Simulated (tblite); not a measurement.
C5H10NS (doublet state).
Cartesian coordinates in Å at the GFN2-xTB level; atoms count from 1:
```
atom  x, y, z in Å
N1    -2.7030    0.2663   -0.1898
C2    -1.3730   -0.0466    0.1098
C3    -0.2541    0.9593    0.0832
C4     0.5988   -0.0855   -0.6697
C5     1.8483   -0.5575    0.0428
S6     3.2158    0.6510   -0.0760
C7    -0.5791   -1.0861   -0.6324
H8    -3.3130   -0.5395   -0.2046
H9    -3.0777    1.0228    0.3659
H10    0.1359    1.2352    1.0675
H11   -0.4586    1.8783   -0.4731
H12    0.8522    0.2294   -1.6830
H13    1.6559   -0.7487    1.0991
H14    2.2404   -1.4640   -0.4193
H15    2.5460    1.6682    0.4597
H16   -0.3711   -1.9994   -0.0689
H17   -0.9707   -1.3712   -1.6128
```

Level: GFN2-xTB in tblite, geometry and Hessian alike; calculated harmonic values, unscaled, isolated species. Against measured fundamentals such values can be off by several per cent, at times by over 20. Modes of hydrogen on sulfur can be 10 to 20 % off. One conformer, not necessarily the lowest. Open shells enter through the occupations alone, without spin polarisation, and single modes of such species can be off by tens of per cent.

Harmonic wavenumbers (cm⁻¹): 45.9, 83.9, 167.0, 210.2, 250.6, 258.6, 301.1, 379.6, 417.2, 653.4, 713.9, 745.3, 775.6, 841.7, 857.7, 914.4, 951.9, 983.7, 1009.2, 1016.3, 1062.8, 1089.7, 1122.9, 1190.8, 1203.3, 1214.4, 1220.7, 1240.0, 1266.0, 1318.5, 1404.1, 1443.1, 1457.7, 1465.7, 1500.1, 2442.4, 2903.4, 2909.1, 2936.0, 2944.0, 2970.9, 2980.9, 2995.6, 3406.0, 3458.3.

A = 7000, B = 970.5, C = 890.9 MHz; mass 116.053 u (most abundant isotopes); point group C1, symmetry number 1; spin multiplicity 2.

Question: Zero-point energy?

Answer: Half the sum of the wavenumbers: 30362 cm⁻¹ = 363.21 kJ/mol.

Question: What is S at 500 K and 1 bar for an ideal gas of classical rigid rotors and harmonic oscillators?

Answer: Translation 178.89, rotation 125.13, vibration 165.49, spin (R ln 2) 5.76: S = 475.3 J/(mol K).

Question: And Cp and H(500 K) − H(0)?

Answer: Cp = 207.59 J/(mol K), of which vibrations give 174.34 (their classical limit is 45 R = 374.2); H(500 K) − H(0) = 60.05 kJ/mol without the zero-point energy, 43.42 from vibrations.

Question: How do the functions run with temperature in this model?

Answer: 
| T (K) | S (J/(mol K)) | Cp (J/(mol K)) | H − H(0) (kJ/mol) | G − H(0) (kJ/mol) | ln q(vib) |
| --- | --- | --- | --- | --- | --- |
| 150 | 313.7 | 84.7 | 8.74 | -38.32 | 2.28 |
| 250 | 364.6 | 118.4 | 18.84 | -72.31 | 4.30 |
| 298.15 | 387.0 | 136.7 | 24.98 | -90.41 | 5.28 |
| 400 | 432.6 | 175.0 | 40.88 | -132.17 | 7.37 |
| 600 | 515.6 | 234.4 | 82.20 | -227.14 | 11.54 |
| 900 | 622.2 | 290.7 | 161.69 | -398.32 | 17.62 |

q(vib) and H(0) count from the zero-point level.

Question: Blend soft modes into free rotors: weight 1/[1 + (100 cm⁻¹/ν̃)⁴] for the oscillator and the rest for a rotor with moment μB/(μ + B), μ = h/(8π²ν), B = 10⁻⁴⁴ kg m². What vibrational entropy results?

Answer: 154.04 J/(mol K) in place of 165.49, which changes −T·S at 500 K by +5.73 kJ/mol.

Hindered rotation and anharmonicity are outside this model. Other conformers, if any are populated, would add a mixing term that is left out. The structure is chiral; the term R ln 2 for an equal mix with its mirror image is left out.

The run took 0.38 s of wall time on one thread of an Intel Xeon 6975P-C, shared host with 192 logical CPUs at a one-minute load of 9.0. The figure is for the frequency step alone.
